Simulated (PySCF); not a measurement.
CH4ClFOSi, SMILES OC[Si@@H](F)Cl. Geometry: PBE-D3(BJ)/def2-SVP. The structure was generated by enumeration; whether it is a known compound was not checked. One conformer was computed; it need not be the lowest.

Problem. Give the equilibrium geometry at PBE-D3(BJ)/def2-SVP (PySCF confirms it by a frequency run) as Cartesian coordinates in Å. (Estimate from the structure and the level; the computed values follow.)

Solution. Several could match; the one computed here: 
```xyz
9

O     -2.1677     0.9976     0.2803
C     -1.6062    -0.2041    -0.2433
Si     0.1654    -0.4225     0.3849
F      0.7303    -1.9069    -0.0150
Cl     1.4095     0.9971    -0.4576
H     -2.2908     0.8727     1.2395
H     -1.5908    -0.1064    -1.3495
H     -2.2176    -1.1143    -0.0219
H      0.2288    -0.2821     1.8756
```
Charge 0, spin multiplicity 1.
